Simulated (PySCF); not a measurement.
B3LYP on Zr⁻ (zirconium, charge -1), [Kr] 4d3 5s2, high-spin 4F determinant. Computed with PySCF 2.14 in def2-QZVPPD with the def2 core potential (28 electrons) (7s5p4d3f2g, 81 functions), with scalar relativity through the core potential.

```
cycle= 1 E= -46.9359537938389  delta_E= -0.0106  |g|= 0.0143  |ddm|= 1.59
cycle= 2 E= -46.9363732886031  delta_E= -0.000419  |g|= 0.0189  |ddm|= 0.246
cycle= 3 E= -46.9366396506576  delta_E= -0.000266  |g|= 0.00249  |ddm|= 0.0837
cycle= 4 E= -46.936661173846  delta_E= -2.15e-05  |g|= 0.000188  |ddm|= 0.0781
cycle= 5 E= -46.9366613619343  delta_E= -1.88e-07  |g|= 4.31e-05  |ddm|= 0.00711
cycle= 6 E= -46.9366613648196  delta_E= -2.89e-09  |g|= 1.07e-05  |ddm|= 0.000579
cycle= 7 E= -46.9366613649547  delta_E= -1.35e-10  |g|= 3.1e-07  |ddm|= 0.000105
converged SCF energy = -46.9366613649547  <S^2> = 3.76269  2S+1 = 4.00634
```

Highest occupied orbital energy: 1.373 eV; ⟨L²⟩ = 12.02; populations by l: s 4.00, p 6.00, d 3.00, f 0.00.

Question: Can this result be used?

Answer: With care. The calculation finished and met its thresholds. Energies and moments cover only the electrons outside the core potential. At B3LYP the highest occupied level has a positive energy, so only the finite basis holds that electron; in a semilocal or global hybrid functional this comes from self-interaction and does not mean that the real anion is unbound.
